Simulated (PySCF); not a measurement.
Species: C2ClFN2S.
SMILES: `Fc1nsc(Cl)n1`

Method used: MP2 and CCSD/aug-cc-pVDZ in PySCF, restricted Hartree–Fock reference, 15 core orbitals frozen, non-relativistic, gas phase, PBE0-D3(BJ)/def2-SVP geometry.

E(HF) = -1141.11412 Eh.

(1) How large is the problem?

(2) What are the MP2 and CCSD correlation energies?

(3) What is the T1 diagnostic?

(4) How does correlation change the dipole moment?

## Answers

(1) 169 basis functions and 68 electrons; 15 orbitals frozen, which leaves o = 19 correlated occupied and v = 135 virtual orbitals. That is o·v = 2565 singles and o·v(o·v + 1)/2 = 3290895 distinct closed-shell doubles amplitudes before symmetry; the costliest CCSD step grows as o²v⁴ = 1.2 × 10^11.

(2) MP2 -1.0812 Eh and CCSD -1.0987 Eh, which gives totals of -1142.19529 and -1142.21281 Eh. That is 0.787 eV for each correlated electron at CCSD (2885 kJ/mol in all, 0.096 % of the total energy); MP2 gives 98.4 % of the CCSD value.

(3) 0.0171, below the customary warning level of 0.02. It is the norm of the spatial-orbital singles amplitudes over the root of the number of correlated electrons, so the norm is 0.105.

(4) HF gives 2.45 D and CCSD (unrelaxed density) 2.25 D, a change of -0.20 D; the two vectors are 7° apart.

Connected triples and the basis-set limit are missing.

The job also held the EOM ionisation roots. Hardware: Arm Neoverse V1, one thread, no GPU (shared host). Cost: 11 min wall, 3.0 GiB resident at most.
